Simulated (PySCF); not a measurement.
A geometry optimisation, step by step.

C4H5O2Se (charge -1).
SMILES with atom numbers: `[CH2:1]=[C:2]([Se:3][CH3:4])[C:5](=[O:6])[O-:7]` (hydrogens: H8, H9 on C1; H10, H11, H12 on C4)
Bond orders are those of one Lewis drawing.

Computed by this run: PBE0-D3(BJ)/def2-SVP geometry optimisation, gas phase in PySCF; density fitting, grid level 1; the optimiser is geomeTRIC in internal coordinates, started from a GFN2-xTB structure with every atom displaced at random (about 0.01 Å). 9 of its 11 geometries are shown. The frame can shift and turn from step to step; on so coarse a grid that alone can change the energy by a few meV, and forces under 0.02 eV/Å are noise.

Step 0: E = -73642.8238 eV, largest atomic force 2.502 eV/Å
```
atom  x, y, z in Å  |  force x, y, z in eV/Å
C1      1.489   -1.593    0.445   -1.149   2.220  -0.100
C2      0.695   -0.533    0.140    0.533  -0.469  -0.265
Se3    -0.735   -0.695   -1.151    0.356  -0.409   0.154
C4     -1.942    0.589   -0.369   -1.217  -0.932   0.334
C5      1.068    0.933    0.539    0.389  -0.325   0.803
O6      0.757    1.785   -0.302   -0.142   0.448  -0.194
O7      1.660    1.046    1.629   -0.113  -0.124  -0.321
H8      2.312   -1.422    1.114    0.591   0.200   0.427
H9      1.314   -2.556    0.063   -0.300  -1.598  -0.552
H10    -2.855    0.624   -0.999    0.287   0.001   0.059
H11    -2.257    0.245    0.641    0.195   0.190  -0.341
H12    -1.465    1.547   -0.318    0.570   0.798  -0.006
```

Step 1: E = -73642.9589 eV, largest atomic force 0.303 eV/Å
```
atom  x, y, z in Å  |  force x, y, z in eV/Å
C1      1.479   -1.542    0.416   -0.109  -0.154   0.019
C2      0.689   -0.496    0.131    0.118  -0.071  -0.270
Se3    -0.769   -0.793   -1.089    0.117   0.124   0.148
C4     -1.982    0.553   -0.394   -0.066   0.100  -0.046
C5      1.099    0.949    0.590   -0.044  -0.132   0.158
O6      0.753    1.879   -0.158   -0.136  -0.060   0.011
O7      1.754    0.955    1.644    0.030   0.101  -0.082
H8      2.342   -1.361    1.065   -0.007   0.018  -0.048
H9      1.284   -2.559    0.043    0.024   0.145   0.102
H10    -2.890    0.540   -1.016    0.013   0.017  -0.043
H11    -2.256    0.325    0.644    0.005  -0.031   0.051
H12    -1.463    1.521   -0.445    0.054  -0.058   0.001
```

Step 2: E = -73642.9287 eV, largest atomic force 0.803 eV/Å
```
atom  x, y, z in Å  |  force x, y, z in eV/Å
C1      1.515   -1.558    0.410   -0.156  -0.096  -0.036
C2      0.682   -0.549    0.122    0.248  -0.033   0.046
Se3    -0.792   -0.821   -1.067    0.045  -0.026   0.122
C4     -1.938    0.596   -0.397   -0.406   0.020  -0.104
C5      1.014    0.904    0.602   -0.124  -0.409   0.041
O6      0.514    1.784   -0.119    0.454   0.646   0.146
O7      1.725    0.972    1.615   -0.047   0.122  -0.227
H8      2.376   -1.321    1.044   -0.001  -0.009   0.014
H9      1.363   -2.587    0.063    0.023   0.018   0.002
H10    -2.837    0.632   -1.030   -0.038  -0.098  -0.020
H11    -2.229    0.393    0.644   -0.013  -0.032  -0.009
H12    -1.353    1.525   -0.453    0.016  -0.103   0.024
```

Step 4: E = -73642.9907 eV, largest atomic force 0.332 eV/Å
```
atom  x, y, z in Å  |  force x, y, z in eV/Å
C1      1.496   -1.551    0.419   -0.005   0.002   0.074
C2      0.707   -0.507    0.134   -0.036   0.010   0.087
Se3    -0.775   -0.803   -1.040   -0.009  -0.026  -0.055
C4     -1.999    0.567   -0.409   -0.015  -0.026   0.049
C5      1.089    0.937    0.610    0.216  -0.091  -0.236
O6      0.607    1.863   -0.068   -0.102   0.123   0.118
O7      1.878    0.967    1.565   -0.075  -0.007   0.004
H8      2.376   -1.354    1.039    0.012   0.019  -0.006
H9      1.291   -2.571    0.082   -0.007  -0.028  -0.019
H10    -2.862    0.576   -1.092    0.026   0.011   0.000
H11    -2.336    0.338    0.612   -0.033  -0.009  -0.010
H12    -1.433    1.508   -0.420    0.027   0.021  -0.007
```

Step 5: E = -73643.0003 eV, largest atomic force 0.278 eV/Å
```
atom  x, y, z in Å  |  force x, y, z in eV/Å
C1      1.476   -1.542    0.441    0.109   0.047   0.105
C2      0.733   -0.474    0.125   -0.103   0.051   0.033
Se3    -0.759   -0.782   -1.031   -0.051  -0.072  -0.194
C4     -2.040    0.538   -0.406    0.170  -0.096   0.138
C5      1.161    0.965    0.570   -0.018   0.208   0.015
O6      0.590    1.925    0.016   -0.103  -0.257  -0.015
O7      2.044    0.971    1.439    0.077  -0.051   0.032
H8      2.373   -1.363    1.042    0.017   0.040  -0.035
H9      1.223   -2.562    0.140   -0.051  -0.061  -0.015
H10    -2.832    0.589   -1.167    0.018   0.117   0.024
H11    -2.466    0.239    0.562   -0.050  -0.019  -0.007
H12    -1.463    1.469   -0.298   -0.015   0.093  -0.079
```

Step 6: E = -73643.0100 eV, largest atomic force 0.149 eV/Å
```
atom  x, y, z in Å  |  force x, y, z in eV/Å
C1      1.478   -1.543    0.446    0.017   0.003   0.015
C2      0.722   -0.486    0.121   -0.074   0.032   0.011
Se3    -0.763   -0.781   -1.055    0.018  -0.046  -0.041
C4     -2.029    0.541   -0.400    0.088  -0.060   0.084
C5      1.145    0.955    0.568    0.049   0.119  -0.062
O6      0.576    1.908   -0.001   -0.084  -0.120   0.029
O7      2.027    0.966    1.437    0.030  -0.010   0.037
H8      2.375   -1.339    1.040   -0.007   0.002   0.003
H9      1.238   -2.570    0.154   -0.021  -0.009  -0.018
H10    -2.822    0.625   -1.157    0.001   0.070   0.002
H11    -2.462    0.227    0.561   -0.022  -0.016  -0.013
H12    -1.445    1.467   -0.281    0.006   0.037  -0.047
```

Step 8: E = -73643.0168 eV, largest atomic force 0.071 eV/Å
```
atom  x, y, z in Å  |  force x, y, z in eV/Å
C1      1.461   -1.538    0.464   -0.051  -0.039  -0.031
C2      0.719   -0.480    0.111    0.017   0.028   0.014
Se3    -0.751   -0.771   -1.088    0.019  -0.025   0.024
C4     -2.020    0.525   -0.390   -0.023   0.004  -0.006
C5      1.152    0.964    0.543    0.069  -0.010  -0.018
O6      0.528    1.912    0.030   -0.032   0.012  -0.006
O7      2.089    0.979    1.353   -0.005   0.019   0.038
H8      2.355   -1.336    1.062   -0.015   0.010  -0.008
H9      1.205   -2.566    0.186    0.005   0.003  -0.001
H10    -2.772    0.711   -1.171    0.007   0.000  -0.004
H11    -2.513    0.148    0.518    0.008  -0.002  -0.007
H12    -1.413    1.422   -0.185    0.001   0.000   0.004
```

Step 9: E = -73643.0172 eV, largest atomic force 0.034 eV/Å
```
atom  x, y, z in Å  |  force x, y, z in eV/Å
C1      1.456   -1.540    0.465   -0.009   0.004  -0.009
C2      0.722   -0.477    0.112    0.009  -0.003  -0.002
Se3    -0.747   -0.769   -1.086    0.006  -0.010   0.006
C4     -2.022    0.525   -0.393    0.007  -0.001   0.006
C5      1.161    0.966    0.544   -0.031  -0.006   0.013
O6      0.536    1.912    0.026    0.008   0.013  -0.002
O7      2.090    0.982    1.364    0.001   0.002  -0.009
H8      2.353   -1.339    1.060    0.003  -0.011   0.008
H9      1.197   -2.567    0.188    0.001   0.002   0.000
H10    -2.772    0.709   -1.177    0.008   0.007  -0.001
H11    -2.517    0.146    0.513   -0.001  -0.001  -0.003
H12    -1.417    1.423   -0.184   -0.002   0.003  -0.006
```

Step 10: E = -73643.0173 eV, largest atomic force 0.020 eV/Å
```
atom  x, y, z in Å  |  force x, y, z in eV/Å
C1      1.456   -1.542    0.465    0.013   0.012   0.009
C2      0.721   -0.478    0.116   -0.005   0.004  -0.006
Se3    -0.747   -0.774   -1.082   -0.013   0.007  -0.004
C4     -2.018    0.528   -0.396   -0.004  -0.005  -0.002
C5      1.155    0.966    0.549    0.011   0.004   0.005
O6      0.535    1.913    0.027   -0.002  -0.012  -0.002
O7      2.082    0.982    1.371   -0.003  -0.011   0.003
H8      2.352   -1.345    1.062    0.001  -0.003   0.004
H9      1.196   -2.568    0.183   -0.001  -0.001   0.001
H10    -2.768    0.708   -1.181    0.001   0.004  -0.004
H11    -2.512    0.156    0.513   -0.003  -0.001  -0.003
H12    -1.411    1.426   -0.194    0.004   0.002  -0.001
```

**Question.** Summarise the path.

**Answer.** The energy falls by 4.46 kcal/mol from step 0 to step 10; nine tenths of that is first reached at step 5. It rises by more than 0.2 meV at step 2. The largest force goes from 2.502 to 0.020 eV/Å. Among the bonds C1–H9 changes most, from 1.052 to 1.095 Å; the atoms move by 0.236 Å rms after alignment.

**Question.** Follow the three bonds and two angles with the largest change from start to end.

**Answer.** 
```json
{"step": "0", "E above end (kcal/mol)": "4.46", "largest force (eV/Å)": "2.502", "C1–H9 (Å)": "1.052", "C4–H12 (Å)": "1.072", "C1–H8 (Å)": "1.074", "Se3–C2–C5 (°)": "115.1", "Se3–C4–H12 (°)": "109.6"}
{"step": "1", "E above end (kcal/mol)": "1.35", "largest force (eV/Å)": "0.303", "C1–H9 (Å)": "1.101", "C4–H12 (Å)": "1.100", "C1–H8 (Å)": "1.095", "Se3–C2–C5 (°)": "121.7", "Se3–C4–H12 (°)": "107.4"}
{"step": "2", "E above end (kcal/mol)": "2.04", "largest force (eV/Å)": "0.803", "C1–H9 (Å)": "1.096", "C4–H12 (Å)": "1.099", "C1–H8 (Å)": "1.094", "Se3–C2–C5 (°)": "119.0", "Se3–C4–H12 (°)": "106.6"}
{"step": "3", "E above end (kcal/mol)": "0.83", "largest force (eV/Å)": "0.164", "C1–H9 (Å)": "1.096", "C4–H12 (Å)": "1.099", "C1–H8 (Å)": "1.094", "Se3–C2–C5 (°)": "120.6", "Se3–C4–H12 (°)": "106.5"}
{"step": "4", "E above end (kcal/mol)": "0.61", "largest force (eV/Å)": "0.332", "C1–H9 (Å)": "1.095", "C4–H12 (Å)": "1.099", "C1–H8 (Å)": "1.094", "Se3–C2–C5 (°)": "121.2", "Se3–C4–H12 (°)": "106.0"}
{"step": "5", "E above end (kcal/mol)": "0.39", "largest force (eV/Å)": "0.278", "C1–H9 (Å)": "1.093", "C4–H12 (Å)": "1.100", "C1–H8 (Å)": "1.094", "Se3–C2–C5 (°)": "122.3", "Se3–C4–H12 (°)": "105.1"}
{"step": "6", "E above end (kcal/mol)": "0.17", "largest force (eV/Å)": "0.149", "C1–H9 (Å)": "1.095", "C4–H12 (Å)": "1.101", "C1–H8 (Å)": "1.095", "Se3–C2–C5 (°)": "121.7", "Se3–C4–H12 (°)": "105.2"}
{"step": "7", "E above end (kcal/mol)": "0.06", "largest force (eV/Å)": "0.080", "C1–H9 (Å)": "1.096", "C4–H12 (Å)": "1.102", "C1–H8 (Å)": "1.095", "Se3–C2–C5 (°)": "122.0", "Se3–C4–H12 (°)": "105.0"}
{"step": "8", "E above end (kcal/mol)": "0.01", "largest force (eV/Å)": "0.071", "C1–H9 (Å)": "1.095", "C4–H12 (Å)": "1.103", "C1–H8 (Å)": "1.095", "Se3–C2–C5 (°)": "121.6", "Se3–C4–H12 (°)": "104.4"}
{"step": "9", "E above end (kcal/mol)": "0.00", "largest force (eV/Å)": "0.034", "C1–H9 (Å)": "1.095", "C4–H12 (Å)": "1.103", "C1–H8 (Å)": "1.094", "Se3–C2–C5 (°)": "121.7", "Se3–C4–H12 (°)": "104.4"}
{"step": "10", "E above end (kcal/mol)": "0.00", "largest force (eV/Å)": "0.020", "C1–H9 (Å)": "1.095", "C4–H12 (Å)": "1.103", "C1–H8 (Å)": "1.094", "Se3–C2–C5 (°)": "121.8", "Se3–C4–H12 (°)": "104.5"}
```

What follows is the cost of the whole optimisation. Hardware: an Intel Xeon 6975P-C with one thread, no GPU, shared host. Cost: 75 s wall, 0.58 GiB resident at most.
